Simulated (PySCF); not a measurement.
Gas-phase reaction: WO2F2 + 2 Cl ⇌ WO2Cl2 + F2

Method: PySCF energies plus ideal-gas RRHO corrections (1 bar). † marks an energy on the PBE0/def2-TZVP geometry and frequencies; other levels use their own. MP2 and CCSD(T) freeze the core. Open shells (unrestricted): Cl (multiplicity 2); the rest are closed-shell singlets. Spin-orbit splitting is ignored; it lowers the true energy and changes the entropy of Cl. B3LYP is the form with VWN-RPA correlation. W: scalar-relativistic def2 core potential, no spin-orbit coupling. WO2F2: computed as isolated molecules; such fragments, hydroxides, amides, oligomers or adducts are transient or little studied in the gas. MP2 isn't extrapolated to the basis-set limit. CCSD(T) isn't extrapolated to the basis-set limit. Warning, large T1 diagnostic: WO2Cl2, WO2F2 (CCSD(T)/def2-SVP†, CCSD(T)/def2-TZVPP†).

```tsv
level	ΔH°(298 K), kJ
B3LYP/def2-TZVP†	133
CCSD(T)/def2-SVP†	153
CCSD(T)/def2-TZVPP†	…
M06-2X/def2-TZVP†	118
MP2/def2-SVP†	…
MP2/def2-TZVPP†	…
PBE0/def2-SVP†	118
PBE0/def2-TZVP	104
r2SCAN/def2-TZVP†	103
ωB97X-V/def2-TZVP†	…
```

**Question.** Complete the blanks.

**Answer.** 
- CCSD(T)/def2-TZVPP†, ΔH°(298 K), kJ: 124
- MP2/def2-SVP†, ΔH°(298 K), kJ: 143
- MP2/def2-TZVPP†, ΔH°(298 K), kJ: 100
- ωB97X-V/def2-TZVP†, ΔH°(298 K), kJ: 116
